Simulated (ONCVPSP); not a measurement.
# hafnium (Hf): variants of one ONCV potential

Base potential:

hafnium, optimised norm-conserving Vanderbilt (ONCV), made with ONCVPSP 4.0.1 (PBE, fully relativistic). Core [Kr] 4d10 4f14, reference 5s2 5p6 5d2 6s2. Waves: 5s+6s: rc 1.95 bohr, ncon 3, nbas 7, qcut 5.5 1/bohr, 2 projectors; 5p: rc 1.75 bohr, ncon 4, nbas 7, qcut 7.9 1/bohr, 1 projector; 5d: rc 2.00 bohr, ncon 4, nbas 9, qcut 4.6 1/bohr, 2 projectors, debl 2.4 Ha. Local part: polynomial inside 1.40 bohr (lpopt 1, dvloc0 0 Ha). Core correction: Teter function, fcfact 4.75, rcfact 1.7.

Open shells are filled in proportion to 2j + 1.

All-electron outer shells of the reference configuration (PBE, scalar-relativistic, ld1.x):

```
shell  level (eV)  outermost node (bohr)  outermost maximum (bohr)
   5s      -67.02                   0.55                      1.01
   5p      -35.57                   0.60                      1.16
   4f      -16.83                      –                      0.45
   6s       -5.11                   1.37                      2.89
   5d       -2.69                   0.67                      1.69
```

Cutoffs, loose and tight: the cutoffs (Ha) at which the residual kinetic energy of the hardest occupied pseudo-wave falls to 1 and 0.1 mHa per electron. They do not see the model core or the augmentation charge, which bear on the density cutoff. Test errors are all-electron minus pseudo excitation energies from the reference, over the configurations 5s2 5p6 5d2 6s1; 5s2 5p6 5d2 6s0; 5s2 5p6 5d1 6s0; 5s2 5p6 5d2 6s1.5. A dash means not determined; rows that change the core or the reference have their own tests. The largest error is taken over the tests solved by every variant that gives reliable tests at all: 5s2 5p6 5d2 6s0; 5s2 5p6 5d2 6s1; 5s2 5p6 5d2 6s1.5.

| change | outcome | cutoff, loose | cutoff, tight | bound ghosts | GHOST(+) flags above zero | largest test error (meV) |
| --- | --- | --- | --- | --- | --- | --- |
| base | generated | 20 Ha | 54 Ha | none | d5/2, d3/2 | -47 |
| reference 5s2 5p6 5d2 6s1.5 | generated | 20 Ha | 60 Ha | none | d5/2, d3/2 | -34 |
| core correction none | generated | 20 Ha | 54 Ha | none | d5/2, d3/2 | +21 |
| local potential polynomial inside 1.40 bohr (lpopt 1, dvloc0 2 Ha) | generated | 20 Ha | 54 Ha | none | d5/2 | -47 |
| p: rc 1.34; local potential polynomial inside 1.34 bohr (lpopt 1, dvloc0 0 Ha) | generated | 28 Ha | 62 Ha | none | d5/2, d3/2 | -44 |
| functional LDA (Perdew-Zunger) | generated | 20 Ha | 56 Ha | none | d5/2 | -6.1 |
| p: qcut 7 | generated | 17 Ha | 54 Ha | none | d5/2, d3/2 | -47 |
| p: qcut 10.9 | generated | 27 Ha | 54 Ha | none | d5/2, d3/2 | -46 |
| d: rc 1.75, qcut 5.3, nproj 0; local potential the d channel | generated, misses its reference levels by 0.28 eV | 20 Ha | 25 Ha | none | s | -51 |

Question: What comes out with this change to the base: s: qcut 7.2; p: qcut 10.4; d: qcut 6.1?

Answer: outcome: generated; cutoff, loose: 30 Ha; cutoff, tight: 37 Ha; bound ghosts: none; GHOST(+) flags above zero: none; largest test error (meV): -38.

Question: What comes out with this change to the base: all radii but the core radius scaled by about 0.81 (s 1.58, p 1.42, d 1.62 bohr); local potential polynomial inside 1.14 bohr (lpopt 1, dvloc0 0 Ha)?

Answer: outcome: generated; cutoff, loose: 26 Ha; cutoff, tight: 56 Ha; bound ghosts: none; GHOST(+) flags above zero: s; largest test error (meV): -41.
